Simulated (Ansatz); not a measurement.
Li₁₂F₁₂⁺ (started as a model of: (LiF)12 cage of four- and six-membered rings). The state is a doublet with charge 1. Geometry r2SCAN-D4/def2-SVP, that of the neutral singlet; atoms count from 1.

Cartesian coordinates in Å:
```
Li -2.7605 2.0095 0.5411
F -1.1333 2.5588 1.0534
Li -0.9219 2.9621 -0.7032
F -2.5008 2.3220 -1.2308
Li -2.5480 0.5313 -1.3540
F -3.1946 0.2958 0.3253
Li -2.2107 -0.7667 1.2859
F -0.9269 -0.1070 2.3727
Li -0.0392 1.3192 1.7480
F 1.6200 0.9550 1.0471
Li 1.8293 1.4593 -0.6675
F 0.4814 2.3061 -1.4803
Li 0.2560 0.7127 -2.3123
F -1.0781 -0.3905 -1.8213
F 1.9411 0.2172 -1.9815
Li -0.5245 -1.9065 -0.9424
F -1.2196 -2.1290 0.6946
Li -0.1382 -1.6800 2.0706
F 1.5705 -1.9874 1.9956
Li 2.5190 -0.5614 1.3953
Li 2.4572 -1.3628 -1.4909
F 1.1461 -2.5454 -1.0717
Li 2.0624 -2.7367 0.4566
F 3.3133 -1.4756 0.0697
```

Q: Estimate the Mulliken populations from the PBE0/def2-SVP orbitals of Ansatz.

A: 
| atom | charge (e) | spin (α − β) |
| --- | --- | --- |
| Li1 | 0.61 | -0.01 |
| F2 | -0.54 | 0.09 |
| Li3 | 0.62 | -0.01 |
| F4 | -0.48 | 0.20 |
| Li5 | 0.62 | 0.00 |
| F6 | -0.55 | 0.06 |
| Li7 | 0.61 | -0.01 |
| F8 | -0.51 | 0.15 |
| Li9 | 0.63 | 0.00 |
| F10 | -0.58 | 0.01 |
| Li11 | 0.62 | 0.00 |
| F12 | -0.56 | 0.06 |
| Li13 | 0.62 | 0.00 |
| F14 | -0.57 | 0.02 |
| F15 | -0.55 | 0.07 |
| Li16 | 0.63 | 0.00 |
| F17 | -0.54 | 0.09 |
| Li18 | 0.61 | -0.01 |
| F19 | -0.56 | 0.04 |
| Li20 | 0.61 | 0.00 |
| Li21 | 0.63 | -0.01 |
| F22 | -0.53 | 0.11 |
| Li23 | 0.61 | -0.01 |
| F24 | -0.49 | 0.18 |
Mulliken values depend strongly on the basis.

Q: Where does the spin sit?

A: Summed by element: Li -0.07, F 1.07, of 1 unpaired in all. Largest on single atoms: F4 0.20, F24 0.18, F8 0.15.

Q: And the Mayer bond orders between heavy atoms (over 0.3)?

A: F10–Li20 0.30 (1.80 Å).
